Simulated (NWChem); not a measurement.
Species: CH4BClS; SMILES CSBCl

```xyz
8

B     -0.5616    -0.4373     0.0000
Cl     0.0634    -2.0848     0.0000
H     -1.7600    -0.2512     0.0000
S      0.5957     0.9187     0.0000
C     -0.5145     2.3799     0.0000
H     -1.1483     2.3892    -0.9057
H      0.1333     3.2759     0.0000
H     -1.1483     2.3892     0.9057
```
Atoms are numbered in this order, from 1.

Geometry: optimised at PBE-D3(BJ)/def2-SVP. B3LYP is NWChem's, with the RPA form of VWN correlation.

 Unshifted, non-relativistic core excitations; the lowest 4 roots alone, so stronger bands may lie above.

**Question.** List the first Cl K-edge excitations from B3LYP/6-311G** (spherical d), restricted-window TDA (NWChem).

**Answer.** 
| state | energy (eV) | dipole oscillator strength | leading excitation (squared amplitude) |
|---|---|---|---|
| S1 | 2760.4 | 0.0012 | 1s of atom 2 or its equivalents → LUMO (1.00) |
| S2 | 2762.6 | 0.0009 | 1s of atom 2 or its equivalents → LUMO+1 (0.89) |
| S3 | 2763.6 | 0.0011 | 1s of atom 2 or its equivalents → LUMO+3 (0.45) |
| S4 | 2764.0 | 0.0002 | 1s of atom 2 or its equivalents → LUMO+2 (0.92) |
